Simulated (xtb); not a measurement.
Cl$_{4}$SW, charge +1, doublet, at a GFN2-xTB geometry (such geometries of metal compounds can be far from the true shape) (the multiplicity is a formal guess); GFN1-xTB run with xtb.

Here is a job for xtb.
```
$ xtb mol.xyz --gfn 1 --chrg 1 --uhf 1 --hess --json

# file mol.xyz
6

W      0.00110670    -0.00047700     0.00117363
S      1.53966532    -0.66360810     1.63277594
Cl    -1.46446458     0.63119598    -1.55302746
Cl     0.32912794     2.09336427     0.54810743
Cl     1.24014675    -0.93553112    -1.54199173
Cl    -1.55872427    -1.16238046     1.00507275
```

It wrote (shortened):

```
   ID    Z sym.   atoms
    1   74 W      1
    2   16 S      2
    3   17 Cl     3-6

           -------------------------------------------------
          |                Calculation Setup                |
           -------------------------------------------------

           -------------------------------------------------
          |                 G F N 1 - x T B                 |
           -------------------------------------------------

          ...................................................
          :                      SETUP                      :
          :.................................................:
          :  # basis functions                  60          :
          :  # atomic orbitals                  54          :
          :  # shells                           18          :
          :  # electrons                        39          :
          :  # halogen bonds                     4          :
          :  max. iterations                   250          :
          :  Hamiltonian                  GFN1-xTB          :
          :  restarted?                      false          :
          :  GBSA solvation                  false          :
          :  PC potential                    false          :
          :  electronic temp.          300.0000000     K    :
          :  accuracy                    1.0000000          :
          :  -> integral cutoff          0.2500000E+02      :
          :  -> integral neglect         0.1000000E-07      :
          :  -> SCF convergence          0.1000000E-05 Eh   :
          :  -> wf. convergence          0.2000000E-04 e    :
          :  Broyden damping             0.4000000          :
          :  net charge                          1          :
          :  unpaired electrons                  1          :
          ...................................................

 iter      E             dE          RMSdq      gap      omega  full diag
   1    -22.4723528 -0.224724E+02  0.902E+00    3.56       0.0  T
   2    -20.4738189  0.199853E+01  0.147E+01    1.76       1.0  T
   3    -22.6740769 -0.220026E+01  0.396E+00    2.79       1.0  T
   4    -22.6089015  0.651754E-01  0.327E+00    2.69       1.0  T
   5    -22.6845784 -0.756769E-01  0.567E-01    2.45       1.0  T
   6    -22.6847650 -0.186557E-03  0.357E-01    2.46       1.0  T
   7    -22.6849362 -0.171208E-03  0.602E-02    2.49       1.0  T
   8    -22.6849424 -0.619839E-05  0.207E-02    2.49       2.0  T
   9    -22.6849453 -0.293129E-05  0.562E-03    2.49       7.3  T
  10    -22.6849455 -0.203171E-06  0.905E-04    2.49      45.1  T
  11    -22.6849455 -0.545774E-08  0.389E-04    2.49     104.9  T
  12    -22.6849455 -0.657309E-09  0.192E-04    2.49     212.7  T
  13    -22.6849455 -0.193161E-09  0.253E-05    2.49    1611.7  T

   *** convergence criteria satisfied after 13 iterations ***

         :::::::::::::::::::::::::::::::::::::::::::::::::::::
         ::                     SUMMARY                     ::
         :::::::::::::::::::::::::::::::::::::::::::::::::::::
         :: total energy             -22.624768022070 Eh    ::
         :: gradient norm              0.046246105568 Eh/a0 ::
         :: HOMO-LUMO gap              2.486745573373 eV    ::
         ::.................................................::
         :: SCC energy               -22.684945535402 Eh    ::
         :: -> electrostatic           0.178916201848 Eh    ::
         :: repulsion energy           0.065451894560 Eh    ::
         :: dispersion energy         -0.005274381228 Eh    ::
         :: halogen bond corr.         0.000000000000 Eh    ::
         :: add. restraining           0.000000000000 Eh    ::
         :: total charge               1.000000000479 e     ::
         :::::::::::::::::::::::::::::::::::::::::::::::::::::

           -------------------------------------------------
          |                Numerical Hessian                |
           -------------------------------------------------
step length          :   0.00500
SCC accuracy         :   0.30000
Hessian scale factor :   1.00000
frozen atoms in %    :   0.00000    0
RMS gradient         :   0.04625 !! INCOMPLETELY OPTIMIZED GEOMETRY !!
estimated CPU  time      0.01 min

writing file <hessian>.

 projected vibrational frequencies (cm⁻¹)
eigval :       -0.00    -0.00     0.00     0.00     0.00     0.00
eigval :      -99.38   -99.38   108.79   108.79   144.30   149.13
eigval :      149.13   302.53   398.71   439.30   464.52   464.53
           -------------------------------------------------
          |                Property Printout                |
           -------------------------------------------------

    * Orbital Energies and Occupations

         #    Occupation            Energy/Eh            Energy/eV
      -------------------------------------------------------------
         1        2.0000           -1.1563288             -31.4653
       ...           ...                  ...                  ...
         8        2.0000           -0.7205140             -19.6062
         9        2.0000           -0.7166529             -19.5011
        10        2.0000           -0.7166529             -19.5011
        11        2.0000           -0.7036833             -19.1482
        12        2.0000           -0.6937291             -18.8773
        13        2.0000           -0.6928867             -18.8544
        14        2.0000           -0.6928867             -18.8544
        15        2.0000           -0.6763402             -18.4042
        16        2.0000           -0.6585906             -17.9212
        17        2.0000           -0.6585906             -17.9212
        18        1.9673           -0.6315156             -17.1844
        19        1.5163           -0.6283589             -17.0985
        20        1.5163           -0.6283589             -17.0985 (HOMO)
        21                         -0.5369726             -14.6118 (LUMO)
[...]
     1  74 W    6.538 --     2 S    1.339     6 Cl   1.332     5 Cl   1.332
                             4 Cl   1.332     3 Cl   1.202
     2  16 S    1.603 --     1 W    1.339     3 Cl   0.125
     3  17 Cl   1.460 --     1 W    1.202     2 S    0.125
     4  17 Cl   1.563 --     1 W    1.332
     5  17 Cl   1.563 --     1 W    1.332
     6  17 Cl   1.563 --     1 W    1.332
 ---------------------------------------------------------------------------

Topologies differ in total number of bonds
Writing topology from bond orders to xtbtopo.mol

 dipole moment from electron density (au)
     X       Y       Z
   0.0317  -0.0137   0.0336  total (Debye):    0.122

           -------------------------------------------------
          |               Frequency Printout                |
           -------------------------------------------------
 projected vibrational frequencies (cm⁻¹)
eigval :       -0.00    -0.00     0.00     0.00     0.00     0.00
eigval :      -99.38   -99.38   108.79   108.79   144.30   149.13
eigval :      149.13   302.53   398.71   439.30   464.52   464.53
 reduced masses (amu)
   1: 59.19   2:107.00   3:107.73   4: 37.16   5: 39.29   6: 88.25   7: 35.18   8: 35.18
   9: 63.53  10: 63.53  11: 80.17  12: 48.02  13: 48.02  14: 37.83  15: 55.41  16: 37.44
  17: 65.10  18: 65.10
 IR intensities (km·mol⁻¹)
   1:  0.83   2:  2.58   3:  2.61   4:  0.08   5:  0.18   6:  1.91   7:  0.38   8:  0.38
   9:  0.73  10:  0.73  11: 26.41  12: 40.34  13: 40.33  14:  0.19  15: 55.12  16:  4.26
Molecule has the following symmetry elements: (C3) 3*(sigma)
It seems to be the C3v point group
  17: 85.33  18: 85.32
 Raman intensities (Ä⁴*amu⁻¹)
   1:  0.00   2:  0.00   3:  0.00   4:  0.00   5:  0.00   6:  0.00   7:  0.00   8:  0.00
   9:  0.00  10:  0.00  11:  0.00  12:  0.00  13:  0.00  14:  0.00  15:  0.00  16:  0.00
  17:  0.00  18:  0.00
 output can be read by thermo (or use thermo option).
 writing <g98.out> molden fake output.
 recommended (thermochemical) frequency scaling factor: 1.0
           -------------------------------------------------
          |             Thermodynamic Functions             |
           -------------------------------------------------

c3v symmetry found (for desy threshold:  0.10E+00) used in thermo

          ...................................................
          :                      SETUP                      :
          :.................................................:
          :  # frequencies                          10      :
          :  # imaginary freq.                       2      :
          :  linear?                             false      :
          :  only rotor calc.                    false      :
          :  symmetry                              c3v      :
          :  rotational number                       3      :
          :  scaling factor                  1.0000000      :
          :  rotor cutoff                   50.0000000 cm⁻¹ :
          :  imag. cutoff                  -20.0000000 cm⁻¹ :
          :.................................................:

    mode    ω/cm⁻¹     T·S(HO)/kcal·mol⁻¹    T·S(FR)/kcal·mol⁻¹   T·S(vib)
   ------------------------------------------------------------------------
       1    108.79    -0.98105 ( 95.73%)    -0.82619 (  4.27%)    -0.97444
       2    108.79    -0.98104 ( 95.73%)    -0.82618 (  4.27%)    -0.97443
       3    144.30    -0.81875 ( 98.58%)    -0.74252 (  1.42%)    -0.81766
       4    149.13    -0.80003 ( 98.75%)    -0.73276 (  1.25%)    -0.79919
       5    149.13    -0.80002 ( 98.75%)    -0.73276 (  1.25%)    -0.79918
   ------------------------------------------------------------------------

   temp. (K)  partition function   enthalpy   heat capacity  entropy
                                   cal/mol     cal/K/mol   cal/K/mol   J/K/mol
 298.15  VIB   98.5                 3064.169     16.667     19.346
         ROT  0.348E+06              888.752      2.981     28.340
         INT  0.343E+08             3952.921     19.648     47.687
         TR   0.655E+28             1481.254      4.968     43.498
         TOT                        5434.1751    24.6162    91.1841   381.5141

       T/K    H(0)-H(T)+PV         H(T)/Eh          T*S/Eh         G(T)/Eh
   ------------------------------------------------------------------------
    298.15    0.865991E-02    0.148787E-01    0.433245E-01   -0.284458E-01
   ------------------------------------------------------------------------

         :::::::::::::::::::::::::::::::::::::::::::::::::::::
         ::                  THERMODYNAMIC                  ::
         :::::::::::::::::::::::::::::::::::::::::::::::::::::
         :: total free energy         -22.653213837964 Eh   ::
         ::.................................................::
         :: total energy              -22.624768022071 Eh   ::
         :: zero point energy           0.006218760455 Eh   ::
         :: G(RRHO) w/o ZPVE           -0.034664576348 Eh   ::
         :: G(RRHO) contrib.           -0.028445815893 Eh   ::
         :::::::::::::::::::::::::::::::::::::::::::::::::::::
imag cut-off (cm-1) :    5.00
 found            2  significant imaginary frequencies
 writing imag mode distorted coords to xtbhess.xyz
 for further optimization.

           -------------------------------------------------
          | TOTAL ENERGY              -22.624768022071 Eh   |
          | TOTAL ENTHALPY            -22.609889352288 Eh   |
          | TOTAL FREE ENERGY         -22.653213837964 Eh   |
          | GRADIENT NORM               0.046245726805 Eh/α |
          | HOMO-LUMO GAP               2.486747661722 eV   |
           -------------------------------------------------
########################################################################
[WARNING] Runtime exception occurred
-1- hessian_numhess: Hessian on incompletely optimized geometry!
########################################################################

normal termination of xtb
```
